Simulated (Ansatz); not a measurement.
Gas-phase electronic energies from Ansatz, PBE0-D4/def2-TZVP geometries. CCSD(T)/CBS adds triple-zeta CCSD(T) − MP2 to the extrapolated MP2 energy (def2 sets, frozen cores). DFT in def2-TZVPP. For Sc outer-core shells are correlated without core-valence functions, which leaves a few kJ/mol of doubt a bond. Scalar relativity is left out up to krypton. One conformer a species, not always the lowest.

Reaction (ligand exchange at the Si–O bond): `C[O][Sc]([Cl])[O][SiH3]` + `OCS` → `[SiH3]OCS` + `C[O][Sc]([OH])[Cl]`

```json
{"species": "`C[O][Sc]([Cl])[O][SiH3]`", "CAM-B3LYP-D4 energy (Eh)": "-1702.91334"}
{"species": "`OCS`", "CAM-B3LYP-D4 energy (Eh)": "-513.94213"}
{"species": "`[SiH3]OCS`", "CAM-B3LYP-D4 energy (Eh)": "-804.68855"}
{"species": "`C[O][Sc]([OH])[Cl]`", "CAM-B3LYP-D4 energy (Eh)": "-1412.15953"}
```

(1) Work out ΔE.

Largest T1 diagnostic among the species: 0.015.

## Answers

(1) ΔE = (-804.68855) + (-1412.15953) − (-1702.91334) − (-513.94213) = 0.00739 Eh = +0.20 eV. CCSD(T)/CBS gives +0.26 eV.

From BLYP to BHLYP (50 % exact exchange), in def2-TZVPP and without D4, ΔE moves by +0.04 eV. In def2-TZVPP, CCSD(T) changes the Hartree–Fock value by −0.05 eV (the triples alone add −0.01 eV) and MP2 by −0.07 eV.
